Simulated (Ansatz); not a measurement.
```xyz
8

F     0.1299    1.8490   -1.6671
Sn    0.8155    0.2747   -0.8024
Si   -0.7927   -0.2551    1.1206
Cl    0.6079   -1.3893   -2.4150
H     2.4811    0.5825   -0.6265
H    -0.7399    0.8536    2.1046
H    -0.3535   -1.5258    1.7468
H    -2.1483   -0.3895    0.5390
```

Charge 0, multiplicity 1. Sn: def2 effective core potential.

(1) List the PBE0/def2-TZVPP orbital energies in eV (the Gaussian-basis code of Ansatz). (An estimate is asked.)

Answers

(1) Computed: Occupied: -2767.16, -1803.52, -672.68, -258.99, -197.27, -197.13, -197.13, -145.88, -141.13, -100.56, -100.51, -100.51, -95.81, -95.77, -95.68, -31.97, -29.61, -29.48, -29.45, -29.41, -28.93, -22.44, -16.20, -14.35, -11.47, -11.29, -11.07, -10.73, -10.69, -9.96, -9.49, -9.12, -8.44. Lowest empty: -1.24, -1.09, -0.83, 0.68, 0.87, 0.94, 1.81, 2.38.
